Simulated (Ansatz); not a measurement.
CH₃F₃SZr (`C[S][Zr]([F])([F])[F]`), 9 atoms. Total charge 0; spin multiplicity 1. Correlated methods include outer-core shells of Zr, which these sets cover unevenly. Zr takes the def2 core potential. All runs use 4 threads of an Arm Neoverse V2 on a shared host. Correlated methods freeze the cores.

(1) Give the basis size and wall time and peak host memory of each of these runs in Ansatz. RKS PBE0-D4/def2-SVP energy; RHF-CCSD(T)/def2-SVP energy; RKS PBE0-D4/def2-TZVP relaxation (27 steps); RKS ωB97M-V/def2-QZVPP energy; RKS B97M-V/def2-TZVPP energy; RKS r2SCAN-D4/def2-TZVPP energy and forces; RKS BLYP-D4/def2-TZVPP energy; RKS ωB97M-V/def2-SVP energy; RHF-MP2/def2-QZVPP energy; RHF-CCSD(T)/def2-TZVPP energy; RKS SPW92 (LDA)/def2-TZVPP energy; RKS PBE0-D4/def2-TZVP frequencies. (Estimate.)

Answers

(1) The calculation gave: Other jobs shared the machine, so times are rough.

```csv
level,job,functions,wall time,peak host memory (GiB)
RKS PBE0-D4/def2-SVP,energy,120,1.4 s,0.47
RKS SPW92 (LDA)/def2-TZVPP,energy,264,1.6 s,0.37
RKS BLYP-D4/def2-TZVPP,energy,264,2.9 s,0.37
RKS ωB97M-V/def2-SVP,energy,120,6.5 s,0.47
RKS r2SCAN-D4/def2-TZVPP,energy and forces,264,7.5 s,0.41
RKS B97M-V/def2-TZVPP,energy,264,14 s,0.5
RHF-CCSD(T)/def2-SVP,energy,120,18 s,0.82
RHF-MP2/def2-QZVPP,energy,469,21 s,2.7
RKS ωB97M-V/def2-QZVPP,energy,469,23 s,2.2
RKS PBE0-D4/def2-TZVP,relaxation (27 steps),219,110 s,0.66
RKS PBE0-D4/def2-TZVP,frequencies,219,2.6 min,0.65
RHF-CCSD(T)/def2-TZVPP,energy,264,8.4 min,7.7
```
